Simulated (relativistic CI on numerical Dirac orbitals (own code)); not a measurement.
# Bi46+: sensitivity of the levels to the model

Base calculation: Dirac-Coulomb-Breit CI, separate exchange-only KLI orbitals for each configuration, QED by a radiative potential, unscaled Slater integrals.

CI space (outside the closed core [Ar] 3d10): 4s2.4p6.4d, 4s2.4p6.4f, 4s2.4p5.4d2, 4s.4p6.4d2, 4s2.4p5.4d.4f, 4s.4p6.4d.4f, 4s2.4p6.5s, 4s2.4p6.5p, 4p6.4d3, 4p5.4d4, 4p5.4d3.4f, 4s.4p6.4f2, 4s.4p5.4f3, 4p6.4f3. Double excitations out of closed p, d and f shells are left out; levels of such configurations are missing from the list, as are those of other unlisted configurations, and high levels can miss mixing partners.

The lowest level and the first level of each name with at least 55 % of one term (blank where a level has no safe partner in the second run):

```
               Level  Base (eV)  Shift (eV)
   4s2.4p6.4d 2D_3/2      0.000       0.000
   4s2.4p6.4d 2D_5/2     35.490       0.000
 4s2.4p5.4d2 4D°_1/2    186.694      +0.214
 4s2.4p5.4d2 4G°_9/2    221.302      +0.215
4s2.4p5.4d2 2H°_11/2    226.596      +0.216
 4s2.4p5.4d2 2G°_9/2    236.319      +0.214
4s2.4p5.4d2 4G°_11/2    256.824      +0.216
 4s2.4p5.4d2 2P°_1/2    258.372      +0.214
  4s2.4p6.4f 2F°_5/2    281.286      +1.296
4s2.4p5.4d.4f 4G_5/2    439.072      +2.224
4s2.4p5.4d.4f 4D_1/2    450.808      +2.202
```

At this charge energies of transitions that change n are usually good to better than 1 %, and those within a shell (Δn = 0) to a few per cent.

Task: One thing was changed in a second run, which moved the levels as shown. Which?
A. QED terms removed
B. non-relativistic limit
C. Breit term removed
D. P86 correlation estimate
E. configuration mixing switched off

Result: D. P86 correlation estimate. A correlation estimate moves all levels of a configuration together before mixing; mixed levels move by a weighted share.

LS names give the leading component of a level, which can be under half, so a name can repeat, a term be missing and a line seem to break the LS rules.
